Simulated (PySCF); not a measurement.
Gas-phase XPS of `C=CC1=CC=C(C)[P@H]1=[Se]`, computed

C7H9PSe.
Structure used (PBE0-D3(BJ)/def2-SVP), in Å, numbered top down from 1:
```xyz
18
C7H9PSe angstrom
C      2.7586    1.2030   -0.7253
C      2.3373    0.0678   -0.1464
C      0.9560   -0.3168    0.0408
C      0.4934   -1.4378    0.6519
C     -0.9596   -1.5908    0.7111
C     -1.6825   -0.6126    0.1232
C     -3.1541   -0.4383    0.0486
P     -0.5077    0.6162   -0.5412
Se    -0.8195    2.6224   -0.0272
H      2.0526    1.9561   -1.0889
H      3.8244    1.4185   -0.8260
H      3.0755   -0.6498    0.2315
H      1.1633   -2.1865    1.0848
H     -1.4192   -2.4439    1.2190
H     -3.4319    0.5769    0.3765
H     -3.6737   -1.1722    0.6808
H     -3.5222   -0.5521   -0.9850
H     -0.4967    0.3343   -1.9406
```

Theory: delta-SCF UKS SCAN, pcX-2 on the ionised atom, pcseg-1 elsewhere, spin-free X2C in PySCF. Binding energies are ΔSCF values: E(core-ionised, relaxed orbitals) − E(ground state) at a fixed geometry, referred to the vacuum level.

Question: What binding energy does each computed site have?

Answer: 
```json
{"atom(s)": "P8", "environment": "phosphorus bonded to 2 C, Se and H", "level": "P 1s", "binding energy (eV)": "2151.51", "2p1/2 (eV)": "–", "above the level's lowest (eV)": "0.00", "count": "1"}
{"atom(s)": "C7", "environment": "allylic carbon", "level": "C 1s", "binding energy (eV)": "290.97", "2p1/2 (eV)": "–", "above the level's lowest (eV)": "+1.29", "count": "1"}
{"atom(s)": "C2", "environment": "alkene CH carbon", "level": "C 1s", "binding energy (eV)": "290.67", "2p1/2 (eV)": "–", "above the level's lowest (eV)": "+0.99", "count": "1"}
{"atom(s)": "C5", "environment": "alkene CH carbon", "level": "C 1s", "binding energy (eV)": "290.60", "2p1/2 (eV)": "–", "above the level's lowest (eV)": "+0.92", "count": "1"}
{"atom(s)": "C4", "environment": "alkene CH carbon", "level": "C 1s", "binding energy (eV)": "290.49", "2p1/2 (eV)": "–", "above the level's lowest (eV)": "+0.81", "count": "1"}
{"atom(s)": "C3", "environment": "fully substituted alkene carbon", "level": "C 1s", "binding energy (eV)": "290.33", "2p1/2 (eV)": "–", "above the level's lowest (eV)": "+0.65", "count": "1"}
{"atom(s)": "C6", "environment": "fully substituted alkene carbon", "level": "C 1s", "binding energy (eV)": "290.17", "2p1/2 (eV)": "–", "above the level's lowest (eV)": "+0.49", "count": "1"}
{"atom(s)": "C1", "environment": "terminal =CH2 carbon", "level": "C 1s", "binding energy (eV)": "289.68", "2p1/2 (eV)": "–", "above the level's lowest (eV)": "0.00", "count": "1"}
{"atom(s)": "P8", "environment": "phosphorus bonded to 2 C, Se and H", "level": "P 2p3/2", "binding energy (eV)": "137.71", "2p1/2 (eV)": "138.60", "above the level's lowest (eV)": "0.00", "count": "1"}
```

Lowest listed C 1s: C1, bonded to C (double bond) and 2 H. Highest, 1.29 eV above it: C7, bonded to C and 3 H. The widest gap between neighbouring values is 0.49 eV, between 289.68 and 290.17 eV. Summing the Pauling electronegativity differences to the bonded atoms, each weighted by its formal bond order, gives -0.70 for the lowest site and -1.05 for the highest; the largest sum, -0.35, belongs to C2, 0.30 eV below the top. The smallest sum, -1.05, belongs to C7, 1.29 eV above the lowest.

Question: What is the C 1s shift of C3 against C7?

Answer: 290.33 − 290.97 = -0.64 eV, or -62 kJ/mol.

The unrestricted hole states depart most from a pure doublet (⟨S²⟩ = 0.75; over 0.85 named) for C 1s of C2 (0.99), C 1s of C3 (0.94), C 1s of C4 (0.96), C 1s of C5 (0.99) and C 1s of C6 (0.92), which makes these values less certain. The 2p values add to the ΔSCF energy of one spin-free hole a correction within the shell (spin–orbit coupling, ligand field). 2p1/2 minus 2p3/2 (ligand field included): P 0.89 eV. No level of selenium is listed. One conformer (not necessarily the lowest) at the PBE0-D3(BJ)/def2-SVP geometry, without solvent, vibrations or thermal averaging.
